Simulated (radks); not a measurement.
These are the eigenvalues of the occupied orbitals of an atom or ion with whole-number occupations (eV). Calculated with a radial shooting solver on a logarithmic mesh with Libxc functionals: Dirac Kohn-Sham, PBE, spin-unpolarised, spherical densities, finite nucleus; Fermi nuclear charge, rms radius of each element as measured or else 0.836 A^(1/3) + 0.57 fm.

| orbital | eigenvalue |
|---|---|
| 1s1/2 | -48440.76 |
| 2s1/2 | -8061.856 |
| 2p1/2 | -7654.595 |
| 2p3/2 | -7006.978 |
| 3s1/2 | -1882.571 |
| 3p1/2 | -1706.732 |
| 3p3/2 | -1574.782 |
| 3d3/2 | -1270.268 |
| 3d5/2 | -1241.612 |
| 4s1/2 | -477.4098 |
| 4p1/2 | -408.9352 |
| 4p3/2 | -378.5894 |
| 4d3/2 | -265.2622 |
| 4d5/2 | -259.6177 |
| 5s1/2 | -144.3926 |
| 4f5/2 | -124.5282 |
| 5p1/2 | -122.1320 |
| 5p3/2 | -115.9941 |

Which element is it, and in what charge state? The configuration may be excited.

Answer. Z = 63, europium, charge +7: Eu7+ in [Xe] 4f(5/2: 2, 7/2: 0). The list shows which subshells hold electrons but not how many an open one holds; the 1s level, -1780.2 hartree, gives Z - s = 59.7 by -(Z - s)^2/2, which with screening and relativity narrows Z to a few neighbours, and the depths of the outer levels then fix element, charge and occupations together.
